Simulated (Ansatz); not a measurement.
Two isomers of C2H5FO2Si: A = `O=C[SiH](O)CF`, B = `O[Si@@H](F)[C@@H]1CO1`.

Calculated with Ansatz (gas phase, PBE0-D4/def2-TZVP geometries, no zero-point term in ΔE). CBS: MP2 limit from def2 TZ/QZ plus the TZ coupled-cluster correction, frozen cores. DFT in def2-TZVPP. B3LYP here is the variant with VWN-RPA as its local correlation; programs differ in this. One conformer a species, not always the lowest.

A:

```xyz
11

O     1.7787   -1.7393   -0.3003
C     0.8454   -1.4117    0.3988
Si    0.3219    0.4377    0.3406
O     1.3807    1.1167   -0.7065
C    -1.4481    0.5815   -0.3073
F    -2.2984   -0.0397    0.6067
H     0.3377   -2.1793    1.0235
H     0.3955    1.0397    1.6957
H     2.0143    0.4777   -1.0544
H    -1.7606    1.6249   -0.4177
H    -1.5669    0.0917   -1.2791
```

B:

Z-matrix (Å, degrees):
```
Si
F 1 1.595
C 1 1.867 2 107.6
O 1 1.627 2 112.0 3 117.2
H 1 1.475 2 106.8 3 -124.2
C 3 1.469 1 119.4 2 163.5
O 3 1.445 1 112.5 2 98.8
H 3 1.089 1 120.8 2 -39.0
H 4 0.963 1 114.3 2 -86.7
H 6 1.088 3 119.9 1 4.6
H 6 1.087 3 118.7 1 156.4
```

Problem. Which isomer does CCSD(T)/CBS put lower? Give the gap. (Estimate.)

Solution. Computed: B, by 39.9 kcal/mol.

Problem. Give E(B) − E(A) in kcal/mol with PBE-D4, PBE0-D4, ωB97M-V, HF/def2-TZVPP, CCSD/def2-TZVPP, B3LYP-D4, MP2/def2-TZVPP. (An estimate is asked.)

Solution. Ansatz gave: PBE-D4 -36.5, PBE0-D4 -39.3, ωB97M-V -38.6, HF/def2-TZVPP -35.2, CCSD/def2-TZVPP -39.2, B3LYP-D4 -35.3, MP2/def2-TZVPP -43.4. None reverses the order clearly.

Largest T1 diagnostic: 0.014.

From PBE to PBE0 (25 % exact exchange), in def2-TZVPP and without D4, E(B) − E(A) moves by −2.9 kcal/mol. In def2-TZVPP, CCSD(T) changes the Hartree–Fock value by −3.9 kcal/mol (the triples alone add +0.1 kcal/mol) and MP2 by −8.1 kcal/mol.
